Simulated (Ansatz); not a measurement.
H6O7Si2, charge +1, doublet, at a GFN2-xTB geometry (a state made from the parent by changing its charge; the spin is typed, not shown lowest). Base run: SVWN5/STO-3G in Ansatz (a program for electronic structure).

Input for Ansatz:
Ansatz 0.2 input:
```yaml
crystal:
  periodic: [false, false, false]
  atoms:
    - {symbol: O, position_ang: [2.41966445, 0.54915492, 1.01634452]}
    - {symbol: Si, position_ang: [1.48191774, -0.57204244, 0.34690024]}
    - {symbol: O, position_ang: [2.03260469, -1.04435286, -1.09021570]}
    - {symbol: O, position_ang: [1.25150703, -1.81904426, 1.33614288]}
    - {symbol: O, position_ang: [0.02661772, 0.12019069, 0.08958886]}
    - {symbol: Si, position_ang: [-1.47780590, 0.59064918, -0.33319711]}
    - {symbol: O, position_ang: [-1.30736670, 1.79681927, -1.38411950]}
    - {symbol: O, position_ang: [-2.20575138, -0.68591695, -0.98988622]}
    - {symbol: O, position_ang: [-2.22027904, 1.06800434, 1.01014567]}
    - {symbol: H, position_ang: [2.93417376, 1.20192621, 0.54228766]}
    - {symbol: H, position_ang: [1.95468479, -1.92615436, -1.45393622]}
    - {symbol: H, position_ang: [1.29122476, -1.77906642, 2.29158328]}
    - {symbol: H, position_ang: [-1.25510346, 1.70767692, -2.33541225]}
    - {symbol: H, position_ang: [-2.78545595, -1.29040763, -0.52660267]}
    - {symbol: H, position_ang: [-2.17306407, 1.94669000, 1.38623266]}
basis:
  gaussian:
    orbitals: STO-3G
hamiltonian:
  xc: {name: SVWN5}
total_charge: 1
magnetization: {spin_polarized: true, initial_magnetization: 1}
```

Each row names what was changed in the base input (with any setting that the change needs).

```
change                                         E (Eh)  SCF-reference <S^2>  core-seconds (rough)
----------------------------------------  -----------  -------------------  --------------------
base                                      -1088.78549                0.751                     9
functional = hse06                        -1094.20651                0.753                    20
functional = wB97X-V                      -1094.72737                0.754                    60
functional = wB97M-V                      -1095.00670                0.754                    70
functional = PBE-QIDH                     -1093.58360                0.755                    10
functional = pbe0                         -1094.23704                0.753                    10
functional = B2PLYP                       -1093.97329                0.756                    10
functional = b3lyp; dispersion = d3bjatm  -1094.94850                0.753                    20
functional = B97M-V                       -1094.92849                0.751                    50
functional = hf                           -1091.54836                0.754                     4
functional = blyp; dispersion = d3bj      -1094.74619                0.751                    10
functional = BHLYP                        -1094.76264                0.756                     9
functional = pbe0; dispersion = d3bj      -1094.24836                0.753                    10
```

Total energies compare only within one method and basis.
